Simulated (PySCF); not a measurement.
Au(NH3)Cl (singlet state).
Cartesian coordinates in Å at the PBE0-D3(BJ)/def2-SVP level; atoms count from 1:
```xyz
6
AuClH3N angstrom
Au    -0.0070    0.0008   -1.2120
N      0.0033    0.0004    0.8879
H     -0.4118    0.8526    1.2673
H      0.9534   -0.0647    1.2564
H     -0.5235   -0.7884    1.2658
Cl    -0.0145   -0.0006   -3.4655
```

Level of theory: PBE0-D3(BJ)/def2-SVP geometry optimisation, gas phase, def2 core potentials past Kr (PySCF).

Question: Which atoms are bound to Au1, and at what distances?

Answer: 2 atoms: N2 2.100 Å, Cl6 2.254 Å. The nearest atom not counted as bound is H4, at 2.65 Å (others tie with it).

Question: What is the shape at Au1?

Answer: Linear: angle 179.9°.

Question: What are the other bond lengths?

Answer: N2–H3, N2–H4, N2–H5 1.021 Å.

Question: What are the rotational constants (commonest isotopes, rigid rotor)?

Answer: A = 185361, B = 2004, C = 2004 MHz: a prolate symmetric top.

Point group: C3v (every atom within 0.08 Å of its image). Charge 0, singlet. Stationary, but not proved a minimum.
